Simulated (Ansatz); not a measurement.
Reaction: BH3Se (SMILES [SeH]B) → BH2 (SMILES [BH2], doublet) + HSe (SMILES [SeH], doublet) (the B-Se bond breaks)
Each species at its own B3LYP-D3(BJ)/def2-TZVP minimum (Ansatz, a program for electronic structure).

Total energies in hartree (Ansatz). Radicals and triplets start from unrestricted determinants; spin-orbit coupling is neglected. Cores are frozen in correlated methods (noble-gas shells, and filled d and f shells in the p block). No relativity.

| species | HF/cc-pVTZ | CCSD(T)/cc-pVTZ | HF/cc-pVQZ | CCSD(T)/cc-pVQZ | CCSDT(Q)/cc-pVTZ |
|---|---|---|---|---|---|
| 1: BH3Se (SMILES B[SeH]) | -2426.33313 | -2426.64102 | -2426.33815 | -2426.66497 | -2426.64258 |
| 2: BH2 (SMILES [BH2], doublet) | -25.76030 | -25.86304 | -25.76199 | -25.86898 | -25.86351 |
| 3: HSe (SMILES [SeH], doublet) | -2400.45463 | -2400.61412 | -2400.45803 | -2400.62962 | -2400.61496 |

### Question
Work out the bond dissociation energy (electronic) in kcal/mol: take Hartree-Fock from cc-pVQZ, extrapolate the CCSD(T) correlation energy as X^-3 (X = 3, 4), and add CCSDT(Q) - CCSD(T) in cc-pVTZ. 1 hartree = 627.51 kcal/mol.

### Answer

Species 1: correlation (64·(-0.32682) - 27·(-0.30789))/37 = -0.34063; step -0.00156; E1 = -2426.33815 + (-0.34063) + (-0.00156) = -2426.68034
Species 2: correlation (64·(-0.10699) - 27·(-0.10274))/37 = -0.11009; step -0.00047; E2 = -25.76199 + (-0.11009) + (-0.00047) = -25.87255
Species 3: correlation (64·(-0.17159) - 27·(-0.15949))/37 = -0.18042; step -0.00084; E3 = -2400.45803 + (-0.18042) + (-0.00084) = -2400.63929
-1·E1 +1·E2 +1·E3 = 0.16850 hartree = 105.7 kcal/mol.
